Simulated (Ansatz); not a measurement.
Stepwise reaction of `[SiH3][O][In]([Cl])[O][SiH3]` with hydrogen chloride, as a gas-phase model of exchange steps in deposition or etching. ΔE in kJ/mol.

Gas-phase electronic energies from Ansatz, PBE0-D4/def2-TZVP geometries. CCSD(T)/CBS is the MP2 limit (def2-TZVPP, def2-QZVPP) plus CCSD(T) − MP2 in def2-TZVPP, frozen cores. This one scheme is used for every species. DFT in def2-TZVPP. B3LYP here is the variant with VWN-RPA as its local correlation; programs differ in this. def2 core potentials past Kr. For In outer-core shells are correlated without core-valence functions, which leaves a few kJ/mol of doubt a bond. One conformer a species, not always the lowest.

```csv
step,reaction,PBE-D4,B3LYP-D4,ωB97M-V,CCSD(T)/CBS
2,`[SiH3][O][In]([Cl])[Cl]` + HCl → `[Cl][In]([Cl])[Cl]` + `O[SiH3]`,-72.9,-71.7,-73.1,-64.6
```

**Question.** Give the row of step 1, `[SiH3][O][In]([Cl])[O][SiH3]` + HCl → `[SiH3][O][In]([Cl])[Cl]` + `O[SiH3]`. (Estimate.)

**Answer.** Computed: 
```tsv
step	reaction	PBE-D4	B3LYP-D4	ωB97M-V	CCSD(T)/CBS
1	`[SiH3][O][In]([Cl])[O][SiH3]` + HCl → `[SiH3][O][In]([Cl])[Cl]` + `O[SiH3]`	-73.4	-71.8	-74.5	-66.8
```

**Question.** By hand: ΔE of the 2 steps together at CCSD(T)/CBS.

**Answer.** (-66.8) + (-64.6) = -131.4 kJ/mol, or -65.7 kJ/mol a step.

In ΔE the steps differ by no more than 2.2 kJ/mol. All are downhill at CCSD(T)/CBS. PBE-D4 differs from CCSD(T)/CBS by -8.3 to -6.6 kJ/mol a step. Isolated molecules leave out the surface, adducts and barriers. Largest T1 diagnostic: 0.015.
